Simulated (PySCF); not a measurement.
PySCF input (BP86/6-31G* (5d)):

```python
from pyscf import gto, dft

mol = gto.M(
    atom='''
    B    -0.00000000   -0.00000000   -1.23654500
    Cl    0.00000000    0.00000000    0.36369000
    ''',
    basis='6-31g*',
    charge=1,
    spin=1,
    symmetry='C2v',
    verbose=4,
)

mf = dft.UKS(mol, xc='bp86')
mf.grids.level = 3
mf.conv_tol = 1e-9
mf.max_cycle = 100
mf.max_memory = 1500
mf.kernel()
if not mf.converged:
    mf = mf.newton()
    mf.kernel(mf.make_rdm1())
mf.dip_moment()
```

From the output:

```
XC functionals = bp86
    A. D. Becke,  Phys. Rev. A 38, 3098 (1988)
    J. P. Perdew,  Phys. Rev. B 33, 8822 (1986)
    J. P. Perdew,  Phys. Rev. B 34, 7406–7406 (1986)
radial grids:
    Treutler-Ahlrichs [JCP 102, 346 (1995); DOI:10.1063/1.469408] (M4) radial grids

becke partition: Becke, JCP 88, 2547 (1988); DOI:10.1063/1.454033
pruning grids: <function nwchem_prune>
grids dens level: 3
symmetrized grids: C2v
atomic radii adjust function: <function treutler_atomic_radii_adjust>
small_rho_cutoff = 0
Freeze 0 electrons in irreps []
    21 free electrons in irreps A1 A2 B1 B2
Set gradient conv threshold to 3.16228e-05
tot grids = 32928
init E= -485.204367100077
alpha HOMO (A1) = -0.241069762567595  LUMO (B1) = -0.0984336804730543
beta  HOMO (B2) = -0.382346446117001  LUMO (A1) = -0.241069762567595

WARN: HOMO -0.241069762567595 >= LUMO -0.241069762567595

WARN: alpha-A1 HOMO -0.241069762567595 > system LUMO -0.241069762567595

WARN: beta-A1 LUMO -0.241069762567595 < system HOMO -0.241069762567595

cycle= 1 E= -484.606175790538  delta_E= 0.598  |g|= 0.177  |ddm|=  1.2
alpha HOMO (A1) = -0.652889455467595  LUMO (B1) = -0.459285153685296
beta  HOMO (B2) = -0.643951093276991  LUMO (A1) = -0.540225780618136
  HOMO = -0.643951093277  LUMO = -0.540225780618  gap/eV = 2.82251
cycle= 2 E= -484.488620154449  delta_E= 0.118  |g|= 0.48  |ddm|= 0.761
alpha HOMO (A1) = -0.606793795342176  LUMO (B1) = -0.431124370757333
beta  HOMO (B1) = -0.665932265048441  LUMO (A1) = -0.492906858774532
  HOMO = -0.606793795342  LUMO = -0.492906858775  gap/eV = 3.09902
cycle= 3 E= -484.635052386619  delta_E= -0.146  |g|= 0.0387  |ddm|= 0.496
alpha HOMO (A1) = -0.589985752554018  LUMO (B2) = -0.413657761293935
beta  HOMO (B1) = -0.645781173100425  LUMO (A1) = -0.469740215674388
  HOMO = -0.589985752554  LUMO = -0.469740215674  gap/eV = 3.27205
cycle= 4 E= -484.635948102616  delta_E= -0.000896  |g|= 0.00637  |ddm|= 0.0699
alpha HOMO (A1) = -0.591083767798636  LUMO (B2) = -0.414869786395269
beta  HOMO (B2) = -0.647783072426769  LUMO (A1) = -0.468565187415781
  HOMO = -0.591083767799  LUMO = -0.468565187416  gap/eV = 3.33390
cycle= 5 E= -484.635971454941  delta_E= -2.34e-05  |g|= 0.00256  |ddm|= 0.0102
alpha HOMO (A1) = -0.591009287435999  LUMO (B2) = -0.414730540465165
beta  HOMO (B2) = -0.647291524462455  LUMO (A1) = -0.467902875103154
  HOMO = -0.591009287436  LUMO = -0.467902875103  gap/eV = 3.34990
cycle= 6 E= -484.635975738087  delta_E= -4.28e-06  |g|= 0.000323  |ddm|= 0.00315
alpha HOMO (A1) = -0.591069839467984  LUMO (B2) = -0.414836052563685
beta  HOMO (B1) = -0.64736415594775  LUMO (A1) = -0.467738617932406
  HOMO = -0.591069839468  LUMO = -0.467738617932  gap/eV = 3.35601
cycle= 7 E= -484.635975974775  delta_E= -2.37e-07  |g|= 6.43e-05  |ddm|= 0.00105
alpha HOMO (A1) = -0.591071711180298  LUMO (B1) = -0.414854065117636
beta  HOMO (B2) = -0.647366685556129  LUMO (A1) = -0.467701734977669
  HOMO = -0.59107171118  LUMO = -0.467701734978  gap/eV = 3.35707
cycle= 8 E= -484.635975987271  delta_E= -1.25e-08  |g|= 6.07e-06  |ddm|= 0.000311
alpha HOMO (A1) = -0.591071701857758  LUMO (B2) = -0.414854292296687
beta  HOMO (B1) = -0.647366731500176  LUMO (A1) = -0.467702459979025
  HOMO = -0.591071701858  LUMO = -0.467702459979  gap/eV = 3.35705
cycle= 9 E= -484.635975987299  delta_E= -2.84e-11  |g|= 1.2e-06  |ddm|= 1.21e-05
alpha HOMO (A1) = -0.591071171756904  LUMO (B1) = -0.41485405793561
beta  HOMO (B2) = -0.647367290733417  LUMO (A1) = -0.467702254635272
  HOMO = -0.591071171757  LUMO = -0.467702254635  gap/eV = 3.35704
Extra cycle  E= -484.635975987296  delta_E= 2.96e-12  |g|= 2.67e-06  |ddm|= 4.62e-06
converged SCF energy = -484.635975987296  <S^2> = 0.75825154  2S+1 = 2.0082346

WARN: System has nonzero charge 1; the dipole moment is origin-dependent.
Location of origin: [0. 0. 0.]

Dipole moment(X, Y, Z, Debye):  0.00000,  0.00000, -2.81660
```

The dipole moment of an ion depends on the origin.

The geometry given is a B3LYP-D3(BJ)/def2-TZVP minimum.
